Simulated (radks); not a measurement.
Spin polarisation of the 5s1 shell in Ag. Start: [Kr] 4d10 5s(up 0.5, down 0.5); electrons of 5s are moved from spin down to spin up, other shells keep equal spins. Method: non-relativistic Kohn-Sham, SCAN, spin-polarised, spherical densities, point nucleus; meta-GGA in the generalised Kohn-Sham scheme; computed with a radial shooting solver on a logarithmic mesh with Libxc functionals.

| moment (Bohr magnetons) | E - E(0) (eV) | e(5s up) (eV) | e(5s down) (eV) | 4d down minus up (eV) | 4p down minus up (eV) | 4s down minus up (eV) |
|---|---|---|---|---|---|---|
| 0 | 0.000 | -3.972 | -3.972 | 0.000 | 0.000 | 0.000 |
| 0.25 | -0.030 | -4.216 | -3.739 | 0.044 | -0.012 | -0.012 |
| 0.5 | -0.118 | -4.424 | -3.514 | 0.090 | -0.028 | -0.028 |
| 0.75 | -0.254 | -4.542 | -3.281 | 0.142 | -0.049 | -0.049 |

At moment 0.75 the spin-polarisation energy is -0.254 eV and the 5s exchange splitting 1.261 eV, that is 1.682 eV per Bohr magneton; E = -I m^2/4 would give I = 1.807 eV.
